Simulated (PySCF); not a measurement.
Exercise with solution: oscillator strength and radiative lifetime

C4H5NO, SMILES N1=CC(=C)OC1.

The structure is a stationary point at ωB97X-D3(BJ)/def2-SVP. The values are those of a single conformer.

TDA-PBE/def2-SVPD run with PySCF puts the first singlet state with f over 0.02 at 4.39 eV (vertical), with the transition dipole (-0.002, -1.293, 0.000) in atomic units.

Task: Find the oscillator strength, the wavelength and the radiative lifetime that this transition would have in vacuum if emission retraced absorption.

Result: 
|μ|² = 1.6719 au, so |μ| = 3.29 D. ΔE = 4.39/27.211 = 0.1613 hartree. f = (2/3) ΔE |μ|² = 0.180 (the program prints 0.180).
λ = 1239.84/4.39 = 282 nm; ν = 35408 cm⁻¹.
Einstein's coefficient A = 0.6670 ν² f s⁻¹ (ν in cm⁻¹) = 1.5e8 s⁻¹, so τ = 1/A = 6.7 ns. This state is S1. The figure is the radiative limit of this one transition; relaxation, internal conversion, crossing to triplets and a medium change what is measured.
